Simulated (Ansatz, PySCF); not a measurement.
C3Si, SMILES [C]1[c+]2[si-2][c+]21 (connectivity only; charge and spin as stated), neutral, multiplicity 1. Atoms are numbered in the order given.

```xyz
4

Si     0.0000     0.0000    -1.1714
C      0.0000    -0.7362     0.5142
C      0.0000     0.7362     0.5142
C      0.0000     0.0000     1.7457
```
Charge 0, spin multiplicity 1.

Geometry optimised at r2SCAN-D4/def2-TZVP.

Two levels are set side by side: PBE-D3(BJ)/def2-TZVP (Ansatz, a first-principles code) and r2SCAN-D4/def2-TZVP (Ansatz). Each level has its own optimised geometry; the coordinates shown are those of the second. Frequencies come from the Hessian of PySCF at each geometry. Differences are taken from unrounded values.

```csv
quantity,r2SCAN-D4
mean bond length (Å),1.604
bond Si1–C2 (Å),1.839
bond Si1–C3 (Å),1.839
bond C2–C3 (Å),1.472
bond C2–C4 (Å),1.435
bond C3–C4 (Å),1.435
highest harmonic wavenumber (cm⁻¹),1403
mean harmonic wavenumber (cm⁻¹),800
zero-point energy (kcal/mol),6.86
```

Task: What does PBE-D3(BJ) give, and how far is it from r2SCAN-D4? (The exact figures need the calculation; the answer reports its results.)

Result: 
| quantity | PBE-D3(BJ) | PBE-D3(BJ) minus r2SCAN-D4 |
|---|---|---|
| mean bond length (Å) | 1.615 | 0.011 |
| bond Si1–C2 (Å) | 1.854 | 0.014 |
| bond Si1–C3 (Å) | 1.854 | 0.014 |
| bond C2–C3 (Å) | 1.485 | 0.013 |
| bond C2–C4 (Å) | 1.442 | 0.008 |
| bond C3–C4 (Å) | 1.442 | 0.008 |
| highest harmonic wavenumber (cm⁻¹) | 1362 | -40 |
| mean harmonic wavenumber (cm⁻¹) | 765 | -34 |
| zero-point energy (kcal/mol) | 6.56 | -0.30 |
